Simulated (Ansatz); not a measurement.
Z-matrix (Å, degrees):
```
Ge
P 1 2.345
B 1 2.049 2 104.4
H 1 1.540 2 105.0 3 -120.0
H 1 1.540 2 110.2 3 123.6
H 2 1.421 1 93.3 3 -161.1
H 2 1.421 1 94.0 3 -68.0
H 3 1.194 1 120.8 2 94.7
H 3 1.194 1 120.3 2 -81.2
```

The species carries charge 0 and has multiplicity 1.

Task: List the CAM-B3LYP/def2-TZVPP orbital energies in eV (the Gaussian-basis code of Ansatz). (An estimate is asked.)

Result: Computed: Occupied: -10851.86, -2098.76, -1356.14, -1207.10, -1207.08, -1207.07, -186.44, -180.05, -170.93, -130.02, -130.01, -129.92, -121.26, -121.21, -121.18, -34.81, -34.80, -34.76, -34.72, -34.72, -19.79, -17.14, -15.09, -12.38, -12.04, -11.02, -10.39, -9.57, -8.68. Lowest empty: -1.44, 1.14, 1.62, 2.12, 2.47, 2.57, 2.80, 3.48.
